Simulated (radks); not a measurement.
Ir13+, 64 electrons, occupied as [Kr] 4d10 4f14 5s2 5p2 (the NIST ground configuration).

All-electron calculation, Dirac Kohn-Sham, exchange-only PBE, spin-unpolarised, spherical densities, finite nucleus; open shells fill j = l - 1/2 first; Fermi nuclear charge, rms radius 5.4032 fm. Program: a radial shooting solver on a logarithmic mesh with Libxc functionals.

Energy parts (eV):
part                   energy
total              -484292.79
kinetic             551902.68
electron-nucleus  -1199687.92
Hartree             172640.58
exchange             -9148.13

Orbitals (lengths in bohr, moments of r in powers of bohr; <r^-3> diverges for s and p1/2; r(max) is where P^2 peaks):
orbital  occ.  eigenvalue (eV)   r(max)  <r^-3>   <1/r>      <r^2>
1s1/2       2        -76234.69  0.01082       -   92.14  0.0004197
2s1/2       2        -13530.52  0.06251       -   22.56   0.006360
2p1/2       2        -12975.98  0.04620       -   22.53   0.004515
2p3/2       4        -11347.96  0.05335   18760   18.59   0.005708
3s1/2       2        -3349.053   0.1759       -   8.285    0.04137
3p1/2       2        -3099.768   0.1643       -   8.202    0.03780
3p3/2       4        -2743.048   0.1789    4317   7.178    0.04427
3d3/2       4        -2325.645   0.1396   751.5   7.076    0.03408
3d5/2       6        -2248.478   0.1436   629.7   6.839    0.03585
4s1/2       2        -902.2144   0.3975       -   3.500     0.2018
4p1/2       2        -796.7513   0.3961       -   3.391     0.2065
4p3/2       4        -712.0967   0.4264    1027   3.037     0.2397
4d3/2       4        -538.7238   0.4204   159.4   2.834     0.2546
4d5/2       6        -522.9196   0.4297   130.8   2.752     0.2663
4f5/2       6        -301.1988   0.3901   26.83   2.385     0.3149
4f7/2       8        -297.9307   0.3946   25.59   2.355     0.3223
5s1/2       2        -321.1480   0.8638       -   1.506     0.9277
5p1/2       2        -284.3241   0.9029       -   1.415      1.031
5p3/2       0        -266.1388   0.9650   224.8   1.308      1.165
5d3/2       0        -209.5964    1.072   30.61   1.145      1.476
5d5/2       0        -206.5613    1.091   25.49   1.125      1.523
6s1/2       0        -166.4175    1.667       -  0.8210      3.062

The highest occupied level is 5p1/2 at -284.32 eV. For comparison, the ionisation energy in NIST's Atomic Spectra Database is 303 eV (theoretical). In exact Kohn-Sham theory the highest level is minus the ionisation energy, but local and semilocal functionals leave it too shallow, through self-interaction and a potential that decays too fast; potentials with the right tail come closer. The density falls to 0.001 e/bohr^3 at r = 2.02 bohr. The electron density at the nucleus is 1.821e+06 e/bohr^3.

Beside tabulated values, note that spin-unpolarised runs miss the spin-polarisation part of the exchange energy of open shells.
